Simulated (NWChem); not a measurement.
System: SiBiH$_{3}$Cl$_{2}$; SMILES [Cl][Bi]([Cl])[SiH3]

Output (shortened):

```
             Northwest Computational Chemistry Package (NWChem) 7.3.0
             --------------------------------------------------------

 C1  symmetry detected

                             Geometry "geometry" -> ""
                             -------------------------

 Output coordinates in angstroms (scale by  1.889725989 to convert to a.u.)

  No.       Tag          Charge          X              Y              Z
 ---- ---------------- ---------- -------------- -------------- --------------
    1 Bi                  83.0000    -0.20644836    -0.00092998     0.49592039
    2 Cl                  17.0000    -0.69587896    -1.91817886    -1.00203402
    3 Cl                  17.0000    -0.70749014     1.91382681    -1.00136228
    4 Si                  14.0000     2.33234030     0.00856595    -0.38958241
    5 H                    1.0000     3.02859627     1.23242468     0.11172914
    6 H                    1.0000     2.27065130     0.00565240    -1.87707866
    7 H                    1.0000     3.04047653    -1.20682701     0.11584785

 Effective nuclear repulsion energy (a.u.)    1006.1486858847

                                 NWChem DFT Module
                                 -----------------

 Summary of "ao basis" -> "ao basis" (spherical)
 ------------------------------------------------------------------------------
       Tag                 Description            Shells   Functions and Types
 ---------------- ------------------------------  ------  ---------------------
 Bi                         def2-svp                10       26   4s4p2d
 Cl                         def2-svp                 8       18   4s3p1d
 Si                         def2-svp                 8       18   4s3p1d
 H                          def2-svp                 3        5   2s1p

            General Information
            -------------------
          SCF calculation type: DFT
          Wavefunction type:  closed shell.
          No. of atoms     :     7
          No. of electrons :    74
           Alpha electrons :    37
            Beta electrons :    37
          Charge           :     0
          Spin multiplicity:     1
          Use of symmetry is: off; symmetry adaption is: off
          Maximum number of iterations: 150
          AO basis - number of functions:    95
                     number of shells:    43
          Convergence on energy requested:  1.00D-06
          Convergence on density requested:  1.00D-05
          Convergence on gradient requested:  5.00D-04

              XC Information
              --------------
                    Becke 1988 Exchange Functional  1.000
              Lee-Yang-Parr Correlation Functional  1.000

             Grid Information
             ----------------
          Grid used for XC integration:  medium
          Radial quadrature: Mura-Knowles
          Angular quadrature: Lebedev.
          Tag              B.-S. Rad. Rad. Pts. Rad. Cut. Ang. Pts.
          ---              ---------- --------- --------- ---------
          Bi                  1.60      123          10.0       590
          Cl                  1.00       88          12.0       590
          Si                  1.10       88          10.0       590
          H                   0.35       45          11.0       434
          Grid pruning is: on
          Number of quadrature shells:   522
          Spatial weights used:  Erf1

      Superposition of Atomic Density Guess
      -------------------------------------

 Sum of atomic energies:       -1454.30243238

      Non-variational initial energy
      ------------------------------

 Total energy =   -1422.808998
 1-e energy   =   -2800.275807
 2-e energy   =     999.098606
 HOMO         =      -0.241395
 LUMO         =      -0.028981

     ---------------------------------------------
      Total Density - Mulliken Population Analysis
     ---------------------------------------------

    Atom       Charge   Shell Charges
 -----------   ------   -------------------------------------------------------
    1 Bi  23    21.79   2.92 -0.87  1.21  0.64  4.71  1.27  1.02  0.80  9.75  0.34
    2 Cl  17    17.59   2.00  1.99  1.23  0.74  5.94  2.18  3.50  0.01
    3 Cl  17    17.59   2.00  1.99  1.23  0.74  5.94  2.18  3.50  0.01
    4 Si  14    13.86   2.00  1.99  1.03  0.32  5.94  1.14  1.35  0.08
    5 H    1     1.06   0.69  0.36  0.01
    6 H    1     1.05   0.69  0.36  0.01
    7 H    1     1.06   0.69  0.36  0.01

   convergence    iter        energy       DeltaE   RMS-Dens  Diis-err
 ---------------- ----- ----------------- --------- --------- ---------
 d= 0,ls=0.0,diis     1  -1425.8693942633 -1.80D+03  2.78D-02  7.13D-01
 d= 0,ls=0.0,diis     2  -1425.5313550456  3.38D-01  1.90D-02  2.42D+00
 d= 0,ls=0.0,diis     3  -1425.9561783089 -4.25D-01  3.81D-03  8.20D-02
 d= 0,ls=0.0,diis     4  -1425.9691083346 -1.29D-02  1.23D-03  8.97D-03
 d= 0,ls=0.0,diis     5  -1425.9704063651 -1.30D-03  2.82D-04  3.47D-04
  Resetting Diis
 d= 0,ls=0.0,diis     6  -1425.9704546821 -4.83D-05  1.23D-04  6.38D-05
 d= 0,ls=0.0,diis     7  -1425.9704665226 -1.18D-05  9.18D-05  5.18D-06
 d= 0,ls=0.0,diis     8  -1425.9704638109  2.71D-06  5.62D-05  1.89D-05
 d= 0,ls=0.0,diis     9  -1425.9704677077 -3.90D-06  7.20D-06  2.16D-07
 d= 0,ls=0.0,diis    10  -1425.9704677453 -3.76D-08  2.01D-06  2.59D-08

         Total DFT energy =    -1425.970467745282
      One electron energy =    -2802.103509635663
           Coulomb energy =     1093.421275806950
    Exchange-Corr. energy =      -95.656436976237
 Nuclear repulsion energy =      378.368203059669

 Numeric. integr. density =       73.999995769044

                       DFT Final Molecular Orbital Analysis
                       ------------------------------------

[...]
```

Level: BLYP/def2-SVP with def2 effective core potentials on Bi. The geometry was optimised at PBE0/def2-SVP. def2 effective core potentials on Bi; no spin-orbit coupling.

**Question.** Reconstruct the input file.

**Answer.** Several could match; the one computed here: the input that was run:
```
start job
memory heap 200 mb stack 900 mb global 1100 mb
geometry units angstroms noautoz
  Bi    -0.200883     0.010811     0.493362
  Cl    -0.819942    -1.936902    -0.914627
  Cl    -0.877844     1.894221    -0.974181
  Si     2.231936     0.031432    -0.651461
  H      2.961603     1.270897    -0.244978
  H      2.016169     0.002289    -2.124232
  H      3.003397    -1.167668    -0.203015
end
basis spherical
  * library def2-svp
end
ecp
  Bi library def2-ecp
end
dft
  xc becke88 lyp
  iterations 150
  mulliken
end
task dft energy
```
